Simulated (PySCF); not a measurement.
AsH₂⁺ at several levels of theory

All levels use the PBE0 minimum (singlet; As–H 1.530 Å (×2); H–As–H 91.0°), basis [As def2-TZVP, H def2-TZVP], no relativity, density fitting, no spin–orbit coupling, PySCF. For vertical energies the ionised species is a doublet (spins chosen at PBE0 and kept) and the electron-attached one a doublet. Open shells are unrestricted, also as the reference of the correlated levels. Dipoles are about the centre of mass. A dash marks a value that was not computed or is not defined at that level.

```tsv
level	vertical IP (eV)	vertical EA (eV)	−ε(HOMO) (eV)	gap (eV)	dipole (D)
PBE0	19.24	9.53	16.31	4.21	1.10
CCSD(T)	19.29	9.35	–	–	–
HF	18.23	8.94	18.98	10.75	1.13
PBE	19.24	9.46	15.15	1.96	1.05
r2SCAN	19.27	9.71	15.45	2.43	1.12
B3LYP	19.38	9.49	16.14	3.70	1.02
TPSSh	19.26	9.51	15.76	3.13	1.05
MP2	19.16	9.38	–	–	–
revPBE	19.19	9.42	15.12	2.04	1.03
M06	19.32	9.23	16.20	4.06	0.90
```

For AsH₂⁺ itself CCSD(T) correlates 16 electrons; T1 = 0.010, D1 = 0.026, (T) = -19 kJ/mol.

Problem. Which levels differ least and most from CCSD(T) in the vertical IP?

Solution. Least: r2SCAN (-0.02 eV), TPSSh (-0.03 eV); most: HF (-1.06 eV).
